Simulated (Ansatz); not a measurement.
Consider the silylene formation by 1,1-elimination: `N[SiH](N)N` → `NN` + `N[SiH]`.

Calculated with Ansatz (gas phase, PBE0-D4/def2-TZVP geometries, no zero-point term in ΔE). CCSD(T)/CBS adds triple-zeta CCSD(T) − MP2 to the extrapolated MP2 energy (def2 sets, frozen cores). This one scheme is used for every species. Functionals use def2-TZVPP. B3LYP here is the variant with VWN-RPA as its local correlation; programs differ in this. HSE06 is defined as in plane-wave codes. One conformer a species, not always the lowest.

`N[SiH](N)N`:

Z-matrix (Å, degrees):
```
Si
N 1 1.716
N 1 1.716 2 123.1
N 1 1.711 2 104.0 3 117.3
H 1 1.491 2 103.6 3 -116.5
H 2 1.006 1 120.2 3 83.5
H 2 1.007 1 121.2 3 -64.5
H 3 1.006 1 120.2 2 -83.5
H 3 1.007 1 121.2 2 64.5
H 4 1.006 1 120.0 2 -171.6
H 4 1.006 1 120.0 2 41.7
```

`NN`:

Cartesian coordinates in Å:
```
N -0.552 -0.026 -0.493
N 0.315 -0.332 0.583
H -0.442 0.925 -0.827
H -0.344 -0.656 -1.256
H 1.183 0.191 0.547
H -0.159 -0.102 1.445
```

`N[SiH]`:

Z-matrix (Å, degrees):
```
N
Si 1 1.707
H 1 1.008 2 126.3
H 1 1.008 2 121.7 3 -180.0
H 2 1.532 1 94.1 3 -0.0
```

| level | ΔE (eV) | difference from CCSD(T)/CBS |
| --- | --- | --- |
| LDA (SPW92) | 4.88 | 0.00 |
| revPBE-D4 | 4.50 | -0.38 |
| BLYP-D4 | 4.47 | -0.41 |
| r2SCAN-D4 | 4.96 | 0.08 |
| B97M-V | 4.80 | -0.08 |
| PBE0-D4 | 4.77 | -0.11 |
| B3LYP-D4 | 4.68 | -0.20 |
| r2SCANh-D4 | 5.00 | 0.12 |
| r2SCAN0-D4 | 5.05 | 0.17 |
| HSE06-D4 | 4.76 | -0.12 |
| BHLYP-D4 | 4.94 | 0.06 |
| CAM-B3LYP-D4 | 4.82 | -0.06 |
| ωB97X-V | 4.81 | -0.07 |
| ωB97M-V | 4.75 | -0.13 |
| B2PLYP | 4.75 | -0.13 |
| PBE | 4.44 | -0.44 |
| revPBE | 4.24 | -0.64 |
| BLYP | 4.26 | -0.62 |
| PBE0 | 4.68 | -0.20 |
| B3LYP | 4.52 | -0.36 |
| r2SCANh | 4.97 | 0.09 |
| r2SCAN0 | 5.02 | 0.14 |
| HSE06 | 4.68 | -0.20 |
| BHLYP | 4.81 | -0.07 |
| CAM-B3LYP | 4.74 | -0.14 |
| LC-ωPBE | 4.89 | 0.01 |
| RPA@PBE/def2-TZVPP | 4.45 | -0.43 |
| HF/def2-SVP | 4.47 | -0.41 |
| MP2/def2-SVP | 4.59 | -0.29 |
| CCSD/def2-SVP | 4.27 | -0.61 |
| CCSD(T)/def2-SVP | 4.25 | -0.63 |
| HF/def2-TZVPP | 4.79 | -0.09 |
| SCS-MP2/def2-TZVPP | 4.90 | 0.02 |
| CCSD/def2-TZVPP | 4.77 | -0.11 |
| CCSD(T)/def2-TZVPP | 4.77 | -0.11 |
| HF/def2-QZVPP | 4.81 | -0.07 |
| SCS-MP2/def2-QZVPP | 4.97 | 0.09 |
| HF/CBS(def2) | 4.81 | -0.07 |
| MP2/CBS(def2) | 5.18 | 0.30 |
| CCSD/CBS(def2) | 4.88 | 0.00 |
| CCSD(T)/CBS | 4.88 | 0 |

Largest T1 diagnostic among the species: 0.015.

From r2SCAN to r2SCAN0 (25 % exact exchange), in def2-TZVPP and without D4, ΔE moves by +0.09 eV. Leaving LDA and LC-ωPBE aside and taking each functional with its dispersion term where it has one, the values spread over 0.58 eV, from BLYP-D4 to r2SCAN0-D4. LDA lies +0.44 eV from PBE without D4. The D4 term adds +0.16 eV with B3LYP and +0.09 eV with PBE0; it sums over pairs of atoms, weighted by their polarisabilities, and B3LYP, whose exchange is more repulsive, gets the larger term.
